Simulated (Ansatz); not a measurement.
Molecule: HSe, net charge -1, singlet state. Whether it binds its extra electron was not tested at this geometry. 
Geometry from a B3LYP-D3(BJ)/def2-TZVP (Ansatz, a program for electronic structure) optimisation:
```xyz
2

Se     0.0000     0.0000    -0.0422
H      0.0000     0.0000     1.4361
```
Charge -1, spin multiplicity 1.

Basis-set convergence of Hartree-Fock and CCSD(T) correlation energies (hartree) with Ansatz. Cores are frozen in the correlated levels unless marked. No spin-orbit coupling. The frozen core is the preceding noble-gas configuration, with the filled d and f shells of earlier blocks. No relativistic terms. This anion needs diffuse functions, which these sets lack.

```csv
basis,functions,E(HF),"E(corr, CCSD(T))"
cc-pVDZ,32,-2400.40359,-0.13905
cc-pVTZ,57,-2400.49248,-0.19253
cc-pVQZ,98,-2400.49945,-0.21033
cc-pV5Z,159,?,?
```

### Question
Complete the blanks.

### Answer

- cc-pV5Z, E(HF): -2400.50078
- cc-pV5Z, E(corr, CCSD(T)): -0.21614
